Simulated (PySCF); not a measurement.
Species: CF3C(O)NH2, C2H2F3NO.
SMILES: `NC(=O)C(F)(F)F`

Torsions of this conformer, `[NH2:1][C:2](=[O:3])[C:4]([F:5])([F:6])[F:7]`: N1–C2–C4–F5 -133°, H–N1–C2–O3 -1°, H–N1–C2–O3 -177°.

The closed-shell ground state was solved at several levels (PySCF, density fitting, gas phase, non-relativistic). Geometry: PBE0-D3(BJ)/def2-SVP, one conformer, isolated molecule.

```
             level  basis functions  total energy (Eh)  HOMO (eV)  LUMO (eV)  gap (eV)  dipole (D)
       B3LYP/pcJ-1              209          -506.9465      -8.05      -0.59      7.46        4.00
       HF/pcSseg-2              280          -504.7503     -12.27       2.33     14.60        4.19
     PBE0/pcSseg-0               67          -505.2356      -8.35      -0.49      7.86        4.08
BHandHLYP/pcSseg-2              280          -506.9293     -10.15       0.63     10.78        4.10
     PBE0/IGLO-III              265          -506.6579      -8.40      -0.56      7.84        3.96
      PBE0/cc-pVTZ              238          -506.6253      -8.23      -0.31      7.92        3.91
      PBE0/cc-pVDZ              108          -506.4619      -7.93       0.03      7.96        3.83
       PBE0/STO-3G               37          -499.3825      -3.87       3.60      7.47        2.82
    B97-D/pcSseg-2              280          -506.8693      -6.71      -1.52      5.19        3.90
  PBE0/aug-cc-pVDZ              179          -506.5064      -8.39      -0.60      7.79        3.95
 mPW1PW91/pcSseg-2              280          -507.0331      -8.45      -0.55      7.90        4.00
```

Question: What might PBE0/6-31G (67 basis functions) give for the same quantities?

Answer: Total energy -506.2760 Eh, HOMO -8.27 eV, LUMO -0.44 eV, gap 7.83 eV, dipole 4.17 D.

Question: Over all these levels, which gives the widest orbital gap and which the narrowest?

Answer: HF/pcSseg-2 (Hartree–Fock, all exact exchange) has the widest, 14.60 eV, and B97-D/pcSseg-2 (GGA) the narrowest, 5.19 eV. The two share the basis. From the narrowest to the widest the HOMO moves by -5.56 eV and the LUMO by +3.85 eV. The HOMO need not be the same orbital at Hartree–Fock and at DFT levels.

Question: How much does the basis alone move the frontier levels among the 7 PBE0 rows (the withheld one included)?

Answer: The HOMO by 4.53 eV and the LUMO by 4.20 eV. By rising basis size (HOMO, LUMO in eV): STO-3G -3.87, 3.60; pcSseg-0 -8.35, -0.49; 6-31G -8.27, -0.44; cc-pVDZ -7.93, 0.03; aug-cc-pVDZ -8.39, -0.60; cc-pVTZ -8.23, -0.31; IGLO-III -8.40, -0.56.

Question: In the pcSseg-2 basis, how does the gap go with the fixed share of exact exchange?

Answer: B97-D (0 %) 5.19 eV; mPW1PW91 (25 %) 7.90 eV; BHandHLYP (50 %) 10.78 eV; HF (100 %) 14.60 eV. Each rise in the share widens the gap here.

Question: How far do the dipole and the HOMO energy spread over the levels?

Answer: The dipole runs from 2.82 to 4.19 D (mean 3.91 D) and the HOMO from -12.27 to -3.87 eV.

B97-D is run here without its empirical dispersion term; that term would change no orbital, density or response property at a fixed geometry.
